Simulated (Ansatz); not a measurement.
Computed with Ansatz on PBE0-D4/def2-TZVP structures; ΔE is electronic, products minus reactants. CBS: MP2 limit from def2 TZ/QZ plus the TZ coupled-cluster correction, frozen cores. This one scheme is used for every species, atoms too. Functionals use def2-TZVPP. B3LYP here is the variant with VWN-RPA as its local correlation; programs differ in this. Open shells (•) are unrestricted, without spin–orbit coupling. Spin–orbit coupling would lower the free atoms: a little for B, Si; clearly for Se. Bonds to Se are less sure, by a few kJ/mol each and by 10 to 20 or more in all where they break to atoms, as the def2 sets lack core-valence functions. Scalar relativity is left out up to krypton. Each species was taken in one conformer, which may not be the lowest.

Consider the atomization: `[SiH3]NB[SeH]` → B• + 6 H• + N• + Se• + Si•.

```
             level  ΔE (kcal/mol)  difference from CCSD(T)/CBS
         r2SCAN-D4          788.9                          0.6
           PBE0-D4          784.3                         -4.0
          B3LYP-D4          791.0                          2.7
               PBE          788.5                          0.2
              PBE0          780.1                         -8.2
SCS-MP2/def2-TZVPP          775.3                        -13.0
   CCSD/def2-TZVPP          756.3                        -32.0
     HF/def2-QZVPP          580.5                       -207.8
      HF/CBS(def2)          580.6                       -207.7
    CCSD/CBS(def2)          778.0                        -10.3
       CCSD(T)/CBS          788.3                            0
```

Largest T1 diagnostic among the species: 0.014.

The D4 term adds +8.2 kcal/mol with B3LYP and +4.3 kcal/mol with PBE0; it sums over pairs of atoms, weighted by their polarisabilities, and B3LYP, whose exchange is more repulsive, gets the larger term. In def2-TZVPP, CCSD(T) changes the Hartree–Fock value by +187.1 kcal/mol (the triples alone add +10.3 kcal/mol) and MP2 by +192.2 kcal/mol; breaking electron pairs costs correlation energy, which Hartree–Fock lacks. From PBE to PBE0 (25 % exact exchange), in def2-TZVPP and without D4, ΔE moves by −8.4 kcal/mol: exact exchange takes away binding that semilocal exchange gives to molecules.

For atomizations the MP2-based limit and the directly extrapolated one differ by several kJ/mol either way, and by 10 to 25 for some Ge, Se and Sn compounds, so smaller differences from it don't rank the levels.
